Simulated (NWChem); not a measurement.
System: C₂H₃O₃, doublet; SMILES COC([O])=O

Output (shortened):

```
             Northwest Computational Chemistry Package (NWChem) 7.3.0
             --------------------------------------------------------

 CS  symmetry detected

                             Geometry "geometry" -> ""
                             -------------------------

 Output coordinates in angstroms (scale by  1.889725989 to convert to a.u.)

  No.       Tag          Charge          X              Y              Z
 ---- ---------------- ---------- -------------- -------------- --------------
    1 C                    6.0000     0.06038727    -1.79408636     0.00000000
    2 O                    8.0000    -0.71492942    -0.57325169     0.00000000
    3 C                    6.0000    -0.02028193     0.55327062     0.00000000
    4 O                    8.0000    -0.63028497     1.66162570     0.00000000
    5 O                    8.0000     1.22828958     0.62909020     0.00000000
    6 H                    1.0000     0.68561297    -1.84931420     0.89438531
    7 H                    1.0000     0.68561297    -1.84931420    -0.89438531
    8 H                    1.0000    -0.67645953    -2.59619086     0.00000000

 Effective nuclear repulsion energy (a.u.)     174.3836322435

      Symmetry information
      --------------------

 Group name             Cs
 Group number              2
 Group order               2
 No. of unique centers     7

                                 NWChem DFT Module
                                 -----------------

 Summary of "ao basis" -> "ao basis" (spherical)
 ------------------------------------------------------------------------------
       Tag                 Description            Shells   Functions and Types
 ---------------- ------------------------------  ------  ---------------------
 C                          def2-svp                 6       14   3s2p1d
 O                          def2-svp                 6       14   3s2p1d
 H                          def2-svp                 3        5   2s1p

      Symmetry analysis of basis
      --------------------------

        a'         59
        a"         26

            General Information
            -------------------
          SCF calculation type: DFT
          Wavefunction type:  spin polarized.
          No. of atoms     :     8
          No. of electrons :    39
           Alpha electrons :    20
            Beta electrons :    19
          Charge           :     0
          Spin multiplicity:     2
          Use of symmetry is: on ; symmetry adaption is: on
          Maximum number of iterations: 150
          AO basis - number of functions:    85
                     number of shells:    39
          Convergence on energy requested:  1.00D-06
          Convergence on density requested:  1.00D-05
          Convergence on gradient requested:  5.00D-04

              XC Information
              --------------
                        MPW1K Method XC Functional
                     Hartree-Fock (Exact) Exchange  0.428
                        mPW91  Exchange Functional  0.572
                Perdew 1991 Correlation Functional  1.000 non-local
            Perdew 1991 LDA Correlation Functional  1.000 local

             Grid Information
             ----------------
          Grid used for XC integration:  medium
          Radial quadrature: Mura-Knowles
          Angular quadrature: Lebedev.
          Tag              B.-S. Rad. Rad. Pts. Rad. Cut. Ang. Pts.
          ---              ---------- --------- --------- ---------
          C                   0.70       49          10.0       434
          O                   0.60       49          11.0       434
          H                   0.35       45           9.0       434
          Grid pruning is: on
          Number of quadrature shells:   335
          Spatial weights used:  Erf1

      Superposition of Atomic Density Guess
      -------------------------------------

 Sum of atomic energies:        -300.82091969

      Non-variational initial energy
      ------------------------------

 Total energy =    -302.847318
 1-e energy   =    -757.913568
 2-e energy   =     280.682617
 HOMO         =      -0.379403
 LUMO         =       0.108600

   Symmetry analysis of molecular orbitals - initial alpha
   -------------------------------------------------------

  Numbering of irreducible representations:

     1 a'          2 a"

  Orbital symmetries:

     1 a'          2 a'          3 a'          4 a'          5 a'
     6 a'          7 a'          8 a'          9 a'         10 a'
    11 a'         12 a'         13 a"         14 a"         15 a'
    16 a'         17 a"         18 a'         19 a"         20 a'
    21 a"         22 a'         23 a'         24 a'         25 a"
    26 a'         27 a'         28 a'         29 a"         30 a'

   Symmetry analysis of molecular orbitals - initial beta
   ------------------------------------------------------

  Numbering of irreducible representations:

     1 a'          2 a"

  Orbital symmetries:

     1 a'          2 a'          3 a'          4 a'          5 a'
     6 a'          7 a'          8 a'          9 a'         10 a'
    11 a'         12 a'         13 a"         14 a"         15 a'
    16 a'         17 a"         18 a'         19 a"         20 a'
    21 a"         22 a'         23 a'         24 a'         25 a"
    26 a'         27 a'         28 a'         29 a"         30 a'

     ---------------------------------------------
      Total Density - Mulliken Population Analysis
     ---------------------------------------------

    Atom       Charge   Shell Charges
 -----------   ------   -------------------------------------------------------
    1 C    6     5.86   1.99  0.92  0.21  1.83  0.86  0.04
    2 O    8     8.51   1.99  1.09  0.66  2.91  1.84  0.01
    3 C    6     4.93   1.99  0.84  0.11  1.44  0.40  0.15
    4 O    8     8.47   1.99  1.14  0.70  2.84  1.79  0.01
    5 O    8     8.47   1.99  1.13  0.70  2.84  1.79  0.01
    6 H    1     0.93   0.69  0.21  0.02
    7 H    1     0.93   0.69  0.21  0.02
    8 H    1     0.92   0.69  0.20  0.02

     --------------------------------------------
      Spin Density - Mulliken Population Analysis
     --------------------------------------------

    Atom       Charge   Shell Charges
 -----------   ------   -------------------------------------------------------
    1 C    6     0.01   0.00  0.00 -0.00  0.01  0.00  0.00
    2 O    8     0.02   0.00  0.00  0.00  0.01  0.00  0.00
    3 C    6     0.02   0.00  0.00 -0.00  0.00  0.01  0.01
    4 O    8     0.49   0.00  0.00 -0.00  0.31  0.17 -0.00
    5 O    8     0.46   0.00  0.00 -0.00  0.30  0.16 -0.00
    6 H    1     0.00   0.00  0.00  0.00
    7 H    1     0.00   0.00  0.00  0.00
    8 H    1     0.01   0.00  0.00  0.00

   convergence    iter        energy       DeltaE   RMS-Dens  Diis-err
 ---------------- ----- ----------------- --------- --------- ---------
 d= 0,ls=0.0,diis     1   -303.1638876509 -4.78D+02  6.03D-03  2.49D-01
                                                     6.73D-03  2.67D-01
 d= 0,ls=0.0,diis     2   -303.1832265506 -1.93D-02  3.40D-03  2.87D-01
                                                     3.32D-03  2.53D-01
 d= 0,ls=0.0,diis     3   -303.2826698898 -9.94D-02  5.64D-04  5.09D-03
                                                     1.04D-03  8.04D-03
 d= 0,ls=0.0,diis     4   -303.2836852627 -1.02D-03  4.41D-04  6.18D-03
                                                     4.88D-04  4.92D-03
 d= 0,ls=0.0,diis     5   -303.2856450268 -1.96D-03  1.39D-04  3.92D-04
                                                     2.77D-04  3.73D-04
  Resetting Diis
 d= 0,ls=0.0,diis     6   -303.2859060013 -2.61D-04  1.00D-04  2.25D-04
                                                     1.45D-04  1.54D-04
 d= 0,ls=0.0,diis     7   -303.2860363876 -1.30D-04  1.70D-04  1.25D-04
                                                     1.36D-04  7.12D-05
 d= 0,ls=0.0,diis     8   -303.2860805869 -4.42D-05  5.38D-05  9.96D-05
                                                     1.58D-04  1.92D-04
 d= 0,ls=0.0,diis     9   -303.2861720568 -9.15D-05  5.34D-05  8.73D-05
                                                     7.86D-05  4.82D-05
 d= 0,ls=0.0,diis    10   -303.2862200307 -4.80D-05  2.99D-04  5.68D-05
                                                     5.13D-04  3.14D-05
 d= 0,ls=0.0,diis    11   -303.2863973498 -1.77D-04  8.31D-05  7.31D-06
                                                     1.43D-04  3.24D-06
 d= 0,ls=0.0,diis    12   -303.2864159517 -1.86D-05  5.28D-05  1.08D-06
                                                     9.49D-05  1.24D-06
 d= 0,ls=0.0,diis    13   -303.2864208518 -4.90D-06  1.06D-05  4.09D-07
                                                     1.50D-05  2.34D-07
 d= 0,ls=0.0,diis    14   -303.2864211373 -2.86D-07  8.48D-06  4.97D-08
                                                     1.10D-05  2.88D-08
 d= 0,ls=0.0,diis    15   -303.2864211790 -4.17D-08  2.19D-06  1.31D-08
                                                     3.58D-06  1.36D-08

         Total DFT energy =     -303.286421179018
      One electron energy =     -759.697221787445
           Coulomb energy =      319.563298655587
    Exchange-Corr. energy =      -37.536130290626
 Nuclear repulsion energy =      174.383632243466

 Numeric. integr. density =       38.999999684379

                  Occupations of the irreducible representations
                  ----------------------------------------------

                     irrep           alpha         beta
                     --------     --------     --------
                     a'               16.0         15.0
                     a"                4.0          4.0

                    DFT Final Alpha Molecular Orbital Analysis
                    ------------------------------------------

 Vector   18  Occ=1.000000D+00  E=-4.115629D-01  Symmetry=a'
              MO Center=  7.1D-01,  5.8D-01,  3.8D-14, r^2= 1.7D+00
   Bfn.  Coefficient  Atom+Function         Bfn.  Coefficient  Atom+Function
  ----- ------------  ---------------      ----- ------------  ---------------
    61      0.588493  5 O  py                64      0.396921  5 O  py
    46     -0.264395  4 O  px                18      0.242261  2 O  px
    21      0.187495  2 O  px                49     -0.176258  4 O  px
    36      0.079791  3 C  py                 2      0.044257  1 C  s
    33     -0.044114  3 C  py                19      0.042390  2 O  py

 Vector   19  Occ=1.000000D+00  E=-4.113418D-01  Symmetry=a"
              MO Center= -3.0D-01,  1.8D-01, -3.3D-14, r^2= 3.0D+00
   Bfn.  Coefficient  Atom+Function         Bfn.  Coefficient  Atom+Function
  ----- ------------  ---------------      ----- ------------  ---------------
    48      0.440430  4 O  pz                20     -0.376615  2 O  pz
    51      0.319734  4 O  pz                23     -0.285691  2 O  pz
     6      0.203422  1 C  pz                71      0.175136  6 H  s
    76     -0.175136  7 H  s                 62     -0.169178  5 O  pz
    65     -0.117093  5 O  pz                 9      0.078945  1 C  pz

 Vector   20  Occ=1.000000D+00  E=-4.014043D-01  Symmetry=a"
              MO Center=  5.1D-01,  2.4D-01,  3.6D-16, r^2= 2.2D+00
   Bfn.  Coefficient  Atom+Function         Bfn.  Coefficient  Atom+Function
  ----- ------------  ---------------      ----- ------------  ---------------
    62      0.494800  5 O  pz                65      0.363557  5 O  pz
    20     -0.335153  2 O  pz                23     -0.262978  2 O  pz
    48     -0.209768  4 O  pz                51     -0.154656  4 O  pz
     6      0.109858  1 C  pz                71      0.109502  6 H  s
    76     -0.109502  7 H  s                 72      0.078174  6 H  s

 Vector   21  Occ=0.000000D+00  E= 5.387020D-02  Symmetry=a"
              MO Center=  8.8D-02,  4.7D-01, -4.3D-16, r^2= 1.9D+00
   Bfn.  Coefficient  Atom+Function         Bfn.  Coefficient  Atom+Function
  ----- ------------  ---------------      ----- ------------  ---------------
    34      0.622737  3 C  pz                37      0.585200  3 C  pz
    65     -0.360251  5 O  pz                62     -0.323610  5 O  pz
    51     -0.307477  4 O  pz                72      0.287064  6 H  s
    77     -0.287064  7 H  s                 48     -0.277270  4 O  pz
     9     -0.244211  1 C  pz                20     -0.239048  2 O  pz

 Vector   22  Occ=0.000000D+00  E= 9.201425D-02  Symmetry=a'
              MO Center=  3.3D-01, -2.0D+00,  2.8D-14, r^2= 4.6D+00
   Bfn.  Coefficient  Atom+Function         Bfn.  Coefficient  Atom+Function
  ----- ------------  ---------------      ----- ------------  ---------------
     3      2.477122  1 C  s                 72     -1.239399  6 H  s
    77     -1.239399  7 H  s                 82     -1.110504  8 H  s
    31     -0.588205  3 C  s                  8     -0.411768  1 C  py
     7      0.348361  1 C  px                59      0.246560  5 O  s
     2      0.198430  1 C  s                 17      0.187986  2 O  s

 Vector   23  Occ=0.000000D+00  E= 1.250533D-01  Symmetry=a'
              MO Center= -5.9D-02, -1.4D+00,  1.4D-15, r^2= 3.2D+00
   Bfn.  Coefficient  Atom+Function         Bfn.  Coefficient  Atom+Function
  ----- ------------  ---------------      ----- ------------  ---------------
     3      1.328654  1 C  s                 17     -1.174966  2 O  s
    31      0.825994  3 C  s                  8      0.751818  1 C  py
     7     -0.567901  1 C  px                82     -0.514721  8 H  s
    45     -0.448557  4 O  s                 21     -0.333183  2 O  px
    22      0.299795  2 O  py                 5      0.259066  1 C  py

                     DFT Final Beta Molecular Orbital Analysis
                     -----------------------------------------

 Vector   17  Occ=1.000000D+00  E=-4.046220D-01  Symmetry=a"
              MO Center= -2.9D-01, -4.9D-01,  7.9D-16, r^2= 2.4D+00
   Bfn.  Coefficient  Atom+Function         Bfn.  Coefficient  Atom+Function
  ----- ------------  ---------------      ----- ------------  ---------------
    20      0.499685  2 O  pz                23      0.385394  2 O  pz
    48     -0.264299  4 O  pz                 6     -0.219299  1 C  pz
    71     -0.199681  6 H  s                 76      0.199681  7 H  s
    51     -0.193736  4 O  pz                62     -0.135975  5 O  pz
    65     -0.103971  5 O  pz                72     -0.096185  6 H  s

 Vector   18  Occ=1.000000D+00  E=-3.854978D-01  Symmetry=a"
              MO Center=  4.4D-01,  1.0D+00,  2.7D-16, r^2= 1.7D+00
   Bfn.  Coefficient  Atom+Function         Bfn.  Coefficient  Atom+Function
  ----- ------------  ---------------      ----- ------------  ---------------
    62      0.493404  5 O  pz                48     -0.423050  4 O  pz
    65      0.368837  5 O  pz                51     -0.318980  4 O  pz
    20     -0.074026  2 O  pz                23     -0.062565  2 O  pz
    34      0.052978  3 C  pz                41     -0.051183  3 C  d  1
    72      0.032939  6 H  s                 77     -0.032939  7 H  s

 Vector   19  Occ=1.000000D+00  E=-3.650266D-01  Symmetry=a'
              MO Center=  4.7D-01,  8.0D-01, -4.0D-16, r^2= 1.8D+00
   Bfn.  Coefficient  Atom+Function         Bfn.  Coefficient  Atom+Function
  ----- ------------  ---------------      ----- ------------  ---------------
    61      0.473023  5 O  py                64      0.341656  5 O  py
    47      0.237247  4 O  py                46      0.214710  4 O  px
    36      0.183929  3 C  py                17      0.176944  2 O  s
    50      0.172271  4 O  py                18      0.167036  2 O  px
    49      0.153628  4 O  px                21      0.147361  2 O  px

[...]
```

Level: MPW1K/def2-SVP, spin-unrestricted. All runs use the structure optimised with B3LYP/6-31G* (spherical d), spin-unrestricted. No stability test was run on the SCF state.

Which NWChem input produces such a log?

One answer among several that fit: the input that was run:
```
start job
memory heap 200 mb stack 900 mb global 1100 mb
geometry units angstroms noautoz
  C      0.085839     1.797846    -0.083439
  O     -0.649734     0.572938    -0.307238
  C     -0.037151    -0.543735     0.052444
  O     -0.618989    -1.654880    -0.113013
  O      1.104704    -0.607295     0.559205
  H      1.018264     1.792767    -0.653036
  H      0.300922     1.925132     0.980243
  H     -0.572222     2.590608    -0.436708
end
basis spherical
  C library def2-svp
  O library def2-svp
  H library def2-svp
end
dft
  odft
  mult 2
  xc mpw1k
  iterations 150
  mulliken
end
task dft energy
```
